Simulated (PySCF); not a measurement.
C₃H₃F₃, SMILES FC1(F)C[C@@H]1F. Atoms are numbered in the order given.

```xyz
9

F      1.6901    -0.0703    -0.8928
C      0.9574     0.2200     0.2105
C     -0.1002     1.3133     0.0835
C     -0.4848    -0.1177     0.1923
F     -0.9883    -0.7396    -0.8819
F     -1.0671    -0.5627     1.3202
H      1.5179     0.1268     1.1487
H     -0.2648     1.9779     0.9364
H     -0.1995     1.7556    -0.9126
```

Geometry optimised at r2SCAN-D4/def2-SVP. The structure was generated by enumeration; whether it is a known compound was not checked.

Level of theory: PBE0/pcSseg-1 (PySCF).

GIAO shieldings, no solvent; atoms listed in one row are averaged. δ = σ(ref) − σ: ¹⁹F against CFCl3 (σ = 167.2 ppm); ¹³C against TMS (σ = 186.3 ppm); ¹H against TMS (σ = 31.56 ppm), references at their B3LYP-D3(BJ)/def2-TZVP geometries, non-relativistic.

Computed chemical shifts:
```
nucleus  atoms  count  δ (ppm)
-------  -----  -----  -------
¹⁹F         F6      1   -153.4
¹⁹F         F5      1   -168.6
¹⁹F         F1      1   -246.4
¹³C         C4      1    114.3
¹³C         C2      1     74.5
¹³C         C3      1     22.2
¹H          H7      1     4.83
¹H          H9      1     1.88
¹H          H8      1     1.77
```
